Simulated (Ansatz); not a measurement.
The cation of `[CH3][InH-]([CH3])[NH3+]` at the neutral geometry.

```yaml
crystal:
  periodic: [false, false, false]
  atoms:
    - {symbol: C, position_ang: [-1.004355, 1.540283, -1.032328]}
    - {symbol: In, position_ang: [-0.509695, 0.216752, 0.619675]}
    - {symbol: C, position_ang: [1.492995, 0.304765, 1.460614]}
    - {symbol: N, position_ang: [-0.153756, -1.768677, -0.719632]}
    - {symbol: H, position_ang: [-1.878447, 1.184559, -1.582746]}
    - {symbol: H, position_ang: [-1.235935, 2.541415, -0.660799]}
    - {symbol: H, position_ang: [-0.167612, 1.633330, -1.728966]}
    - {symbol: H, position_ang: [-1.801641, -0.465393, 1.576148]}
    - {symbol: H, position_ang: [2.242856, 0.464359, 0.681838]}
    - {symbol: H, position_ang: [1.571983, 1.133768, 2.168094]}
    - {symbol: H, position_ang: [1.740885, -0.612063, 2.000616]}
    - {symbol: H, position_ang: [-0.014587, -2.578183, -0.126492]}
    - {symbol: H, position_ang: [-0.955766, -1.950423, -1.311487]}
    - {symbol: H, position_ang: [0.660073, -1.673693, -1.315635]}
basis:
  gaussian: {orbitals: def2-TZVPP}
total_charge: 1
magnetization: {spin_polarized: true, initial_magnetization: 1}
hamiltonian: {xc: r2scan, dispersion: d4}
```

```sh
$ ansatz run in.yaml --threads 2 --pin off --events-out ev --progress --plain --max-ram 32768MiB --backend cpu
```

Output, abridged:

```
Functional definition: r2SCAN
1493 factors; their error is unknown
mean field evaluation 1: about -8859.2653 eV, gradient 8.9e1 eV
mean field evaluation 2: about -8786.4741 eV, gradient 1.4e2 eV
mean field evaluation 4: about -8892.6762 eV, gradient 1.6e1 eV
mean field evaluation 8: about -8893.7861 eV, gradient 7.4e0 eV
mean field evaluation 16: about -8894.1440 eV, gradient 3.6e-1 eV
mean field evaluation 32: about -8894.1443 eV, gradient 2.6e-4 eV
mean field -8894.14425724 eV, -326.8537727860 hartree, gradient 1.1e-5 eV, S^2 0.767956; 4 other end points of the search recorded, 0 dependent functions left out
reference -8894.14427373 eV, -326.8537733922 hartree; 25, 24 occupied and 258, 259 virtual orbitals, 1493 factors
Total energy: -8894.19756851 eV, -326.8557319392 hartree
```

It took 56 s on 2 threads of a server CPU on a shared host, with 1 GiB of host memory at the peak.
